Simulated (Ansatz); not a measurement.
Relaxation of C₃H₇FSi (12 atoms, charge 0, multiplicity 1), to a largest force component of 0.015 eV/Å in at most 40 steps.

All numbers below come from RKS B3LYP-D4/6-31G (Ansatz).

```xyz
12
Properties=species:S:1:pos:R:3
C -1.400 -0.237 0.266
C -0.058 0.254 -0.080
Si 1.253 -1.004 0.114
C 0.288 1.509 -0.506
F -0.753 2.414 -0.673
H -2.182 0.624 0.106
H -1.493 -0.504 1.306
H -1.715 -1.013 -0.389
H 1.336 -1.441 1.582
H 1.016 -2.169 -0.726
H 2.587 -0.412 -0.217
H 1.196 1.924 -0.749
```

Q: Where does it end, and by what steps?

A: The run converged. Limits of this set-up: no polarisation functions. After 6 steps the energy has fallen by 0.454 eV; C1 moved furthest, 0.11 Å.

```
step  energy less start (eV)  largest force component (eV/Å)  accepted
   0                  0.0000                           3.492       yes
   1                 -0.3980                           1.022       yes
   2                 -0.4028                           1.096       yes
   3                 -0.4371                           0.406       yes
   4                 -0.4527                           0.106       yes
   5                 -0.4539                           0.098       yes
   6                 -0.4542                           0.012       yes
```

```xyz
12
Properties=species:S:1:pos:R:3
C -1.485 -0.170 0.254
C -0.069 0.251 -0.068
Si 1.339 -1.011 0.140
C 0.232 1.479 -0.493
F -0.751 2.462 -0.670
H -2.188 0.650 0.089
H -1.570 -0.491 1.300
H -1.793 -1.019 -0.369
H 1.409 -1.481 1.566
H 1.093 -2.211 -0.730
H 2.649 -0.383 -0.240
H 1.210 1.868 -0.747
```

Run time: 29 s on 1 thread of Arm Neoverse V1, with other jobs on the host, peak memory 0.14 GiB.
